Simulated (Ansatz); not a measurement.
Basis-set extrapolation for BFH2OSi (`F[SiH]1BO1`) (PBE0-D4/def2-TZVP geometry, frozen core, the Gaussian-basis code of Ansatz). Multiplicity 1, RHF reference.

```json
{"": "HF", "def2-TZVPP": "-489.260860", "def2-QZVPP": "-489.279897"}
{"": "MP2 correlation", "def2-TZVPP": "-0.691501", "def2-QZVPP": "-0.750062"}
{"": "CCSD(T) correlation", "def2-TZVPP": "-0.735240", "def2-QZVPP": "not run"}
```

Energies in hartree. Use E(X) = E(∞) + A·exp(−7.88·√X) for Hartree–Fock and E(X) = E(∞) + B·X^(−2.97) for correlation, with X = 3 and 4, and add CCSD(T) minus MP2 of the smaller set to the MP2 limit.

Question: What is the CCSD(T) energy at the basis-set limit?

Answer: HF limit: -489.279897 + (-0.019037) × 0.13774 = -489.28252. MP2 limit: -0.750062 + (-0.058561) × 0.74074 = -0.79344. Higher-order term: -0.735240 − (-0.691501) = -0.04374. Total: -490.11970 hartree, 77.6 kcal/mol below CCSD(T)/def2-TZVPP.
